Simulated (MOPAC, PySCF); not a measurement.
[Nb(Cl)4(NH2)], neutral singlet in the gas phase. 

Cartesian coordinates (Å):
```xyz
8

Nb     0.0114    -0.0207     0.0773
Cl    -0.4951     1.4213     1.7971
Cl    -0.4593     1.5825    -1.5533
Cl    -1.5620    -1.4802    -0.7541
Cl     0.8853    -1.6245     1.5315
N      1.8059    -0.0017    -0.6853
H      2.5698    -0.5819    -0.3424
H      2.0789     0.5898    -1.4683
```
Charge 0, spin multiplicity 1.

All levels are single points at this geometry (r2SCAN-D4/def2-SVP); Pople sets use spherical d functions. Orbital energies aren't observables, and empty levels follow the basis.

PBE-D3(BJ)/def2-TZVP in PySCF gives dipole (D) = 2.41.

Question: Estimate the dipole (D) from each of these levels: B3LYP-D3(BJ)/def2-TZVP in PySCF; TPSSh-D3(BJ)/def2-TZVP in PySCF; B3LYP/6-311+G** (LANL2DZ on Nb) in PySCF; B3LYP/6-31G* (LANL2DZ on Nb) in PySCF; B3LYP/LANL2DZ in PySCF; BP86/6-31G* (LANL2DZ on Nb) in PySCF; M06-2X/6-31G* (LANL2DZ on Nb) in PySCF; PBE/6-31G* (LANL2DZ on Nb) in PySCF; SVWN5/6-31G* (LANL2DZ on Nb) in PySCF; HF/6-31G* (LANL2DZ on Nb) in PySCF; PM6 in MOPAC; PM7 in MOPAC.

Answer: 
| level | dipole (D) |
|---|---|
| B3LYP-D3(BJ)/def2-TZVP in PySCF | 2.44 |
| TPSSh-D3(BJ)/def2-TZVP in PySCF | 2.46 |
| B3LYP/6-311+G** (LANL2DZ on Nb) in PySCF | 2.68 |
| B3LYP/6-31G* (LANL2DZ on Nb) in PySCF | 3.07 |
| B3LYP/LANL2DZ in PySCF | 3.35 |
| BP86/6-31G* (LANL2DZ on Nb) in PySCF | 3.02 |
| M06-2X/6-31G* (LANL2DZ on Nb) in PySCF | 3.24 |
| PBE/6-31G* (LANL2DZ on Nb) in PySCF | 3.02 |
| SVWN5/6-31G* (LANL2DZ on Nb) in PySCF | 3.04 |
| HF/6-31G* (LANL2DZ on Nb) in PySCF | 3.32 |
| PM6 in MOPAC | 2.84 |
| PM7 in MOPAC | 3.54 |
